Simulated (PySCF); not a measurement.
Computed spin Hamiltonian

Species: C₅H₈N₂O₂ (charge -1 and doublet state).
SMILES with atom numbers: `[CH3:1][O:2][C:3]1=[C:4]([CH2:5][NH2:6])[O:7][CH:8][N-:9]1` (hydrogens: H10, H11, H12 on C1; H13, H14 on C5; H15, H16 on N6; H17 on C8)

Geometry (GFN2-xTB, Å), atoms numbered from 1 in this order:
```
atom  x, y, z in Å
C1     2.612   -0.839    0.109
O2     1.236   -0.973   -0.096
C3     0.567    0.248   -0.066
C4    -0.768    0.388   -0.395
C5    -1.839   -0.596   -0.645
N6    -2.533   -1.105    0.575
O7    -1.093    1.747   -0.205
C8     0.135    2.321    0.287
N9     1.154    1.393    0.260
H10    3.031   -1.849    0.128
H11    3.079   -0.257   -0.695
H12    2.819   -0.327    1.055
H13   -2.623   -0.159   -1.275
H14   -1.420   -1.475   -1.146
H15   -2.880   -0.290    1.077
H16   -1.817   -1.514    1.173
H17    0.333    3.301   -0.152
```

The hyperfine couplings belong to this conformer and change with its torsions.

Theory: UKS B3LYP, pcH-1 on C H N O, non-relativistic, mean-field spin-orbit, GIAO (PySCF). Whether the extra electron is bound in the gas phase wasn't checked; a finite basis holds it in any case. The geometry wasn't refined by DFT: couplings that depend on bond lengths, twists or pyramidal angles can differ widely from those at the functional's own minimum, by a factor of two or more for some ions and for spin on atoms past the first row. Stability of the SCF solution: not tested.

| Item | Value |
| --- | --- |
| g1, g2, g3 | 2.00202, 2.00387, 2.00441 |
| g_iso | 2.00343 |
| Form of g | rhombic: the two nearest values differ by 22 % of g3 − g1 |
| ⟨S²⟩ | 0.7595 (exact 0.7500) |
| α and β electrons | 35, 34 |
| HOMO–LUMO gap, α and β orbitals | 2.63, 4.92 eV |
| Total energy | -455.24801 Eh |

Isotropic coupling and dipolar principal values T1 to T3, in 10⁻⁴ cm⁻¹ (1 × 10⁻⁴ cm⁻¹ = 2.998 MHz):

| atom | isotope | a_iso | T1 | T2 | T3 | Mulliken spin population |
| --- | --- | --- | --- | --- | --- | --- |
| C1 | 13C | -0.1 | -0.2 | 0.1 | 0.2 | 0.00 |
| O2 | 17O | 0.9 | -0.7 | -0.5 | 1.2 | -0.01 |
| C3 | 13C | -5.6 | -4.0 | 1.8 | 2.2 | -0.08 |
| C4 | 13C | 6.3 | -7.1 | -6.3 | 13.4 | 0.23 |
| C5 | 13C | -3.8 | -0.3 | 0.1 | 0.2 | 0.00 |
| N6 | 14N | 5.7 | -0.4 | -0.4 | 0.9 | 0.02 |
| O7 | 17O | -14.1 | -25.4 | 12.5 | 12.8 | 0.14 |
| C8 | 13C | 71.3 | -14.3 | -13.8 | 28.1 | 0.51 |
| N9 | 14N | 3.5 | -2.7 | -2.6 | 5.4 | 0.12 |
| H10 | 1H | 0.0 | -0.2 | -0.2 | 0.4 | 0.00 |
| H11 | 1H | -0.5 | -0.5 | -0.3 | 0.8 | 0.00 |
| H12 | 1H | -0.4 | -0.5 | -0.4 | 1.0 | 0.00 |
| H13 | 1H | 1.5 | -0.8 | -0.6 | 1.4 | 0.01 |
| H14 | 1H | 2.3 | -0.9 | -0.4 | 1.3 | 0.00 |
| H15 | 1H | -0.8 | -1.1 | 0.0 | 1.1 | 0.00 |
| H16 | 1H | -1.0 | -1.1 | -0.4 | 1.5 | 0.01 |
| H17 | 1H | 24.2 | -6.0 | -0.8 | 6.9 | 0.02 |

Largest spin populations (Mulliken): C8 (+0.51), C4 (+0.23), O7 (+0.14) and N9 (+0.12). The positive populations add up to 1.08 and the negative ones to -0.08, together 2S = 1. The angles at C8 add up to 340.3°, so it is pyramidal.

C8, the radical centre as drawn in `COC1=C(CN)O[CH][N-]1`, holds a spin population of +0.51 out of 1.

Axes: g2 points within 6° of the C3–C4 bond.

Under fast tumbling the dipolar parts average out, and these isotropic splittings remain: 1 × 1H (H17, I = 1/2, 2 lines) with 2.58 mT, 1 × 14N (N6, I = 1, 3 lines) with 0.61 mT, 1 × 14N (N9, I = 1, 3 lines) with 0.37 mT, 2 × 1H (H13/H14, I = 1/2, 3 lines) with 0.20 mT, 2 × 1H (H15/H16, I = 1/2, 3 lines) with 0.09 mT and 3 × 1H (H10/H11/H12, I = 1/2, 4 lines) with 0.03 mT.

Class means assume fast exchange of nuclei equivalent by connectivity; if that motion is slow, each nucleus keeps its own coupling.

The 13C coupling of C8 (213.7 MHz) shows only in satellite lines or after enrichment, since that isotope makes up about 1.07 % of natural carbon.

The 17O coupling of O7 (-42.2 MHz) shows only in satellite lines or after enrichment, since that isotope makes up about 0.038 % of natural oxygen.

Examples of negative spin density at the nucleus (bohr⁻³): C3 (-0.0148), C5 (-0.0100) and O2 (-0.0045).
